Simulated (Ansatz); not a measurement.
Job for Ansatz (an electronic-structure program): R-CCSD(T)/cc-pV(Q+d)Z on H2SSi (SMILES [SiH]S), a point of a torsion scan. Files ending in .json are basis or fitting sets from the Basis Set Exchange.

Ansatz 0.2 input:
```yaml
crystal:
  periodic: [false, false, false]
  atoms:
    - {symbol: Si, position_ang: [0.99168437, 0.70074374, -0.38613859]}
    - {symbol: S, position_ang: [-1.04939472, 0.45316540, 0.39932644]}
    - {symbol: H, position_ang: [1.54206807, -0.49787968, 0.28533681]}
    - {symbol: H, position_ang: [-1.05852428, 1.62599369, 1.01414257]}
basis:
  gaussian:
    orbitals: cc-pV_Q+d_Z.json
magnetization: {spin_polarized: false}
correlation: {method: ccsd_t, electrons: outside_noble_gas}
scf: {lower_state_search: off}
```

The head of its log:

```
WARN ansatz: RAYON_NUM_THREADS=1 ignored (pool sized by the plan → 1); use --threads N
Functional definition: HF
these checks for a lower state are left out or cut short: stability, starts, cluster_reference, orbital_swaps, neighbouring_geometries, increment
integrals: 0.68 GiB planned
1137 factors; integrals over basis functions are off by at most 6.0e-4 eV
mean field: 0.46 GiB planned
mean field evaluation 1: about -18710.4665 eV, gradient 1.4e1 eV
mean field evaluation 2: about -18710.4683 eV, gradient 1.4e1 eV
mean field evaluation 4: about -18711.3482 eV, gradient 1.9e0 eV
mean field evaluation 8: about -18711.3760 eV, gradient 1.5e-1 eV
mean field -18711.37628087 eV, -687.6303952956 hartree, gradient 1.7e-6 eV, S^2 0.000000; 0 other end points of the search recorded, 0 dependent functions left out
10 core orbitals not correlated
reference -18711.37628087 eV, -687.6303952956 hartree; 6, 6 occupied and 172, 172 virtual orbitals, 1137 factors
```

Problem. Give the final energy of this run.

Solution. -687.9838 hartree (reference determinant -687.6304, T1 diagnostic 0.016).
